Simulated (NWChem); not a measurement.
ZrI$_{3}$ cation; SMILES [I][Zr+]([I])[I]

Not confirmed as a minimum by frequencies. This spin state was assumed; another may lie lower. def2 effective core potentials on Zr, I; no spin-orbit coupling.

Q: Give the equilibrium geometry at PBE0/def2-SVP with def2 effective core potentials on Zr, I (NWChem) as a list of bonds and angles, with the point group.

A: point group C3v; any orientation.
Bonds (Å): Zr1–I2 2.615, Zr1–I3 2.615, Zr1–I4 2.615. Bond angles (°): I2–Zr1–I3 109.2, I2–Zr1–I4 109.2, I3–Zr1–I4 109.2.
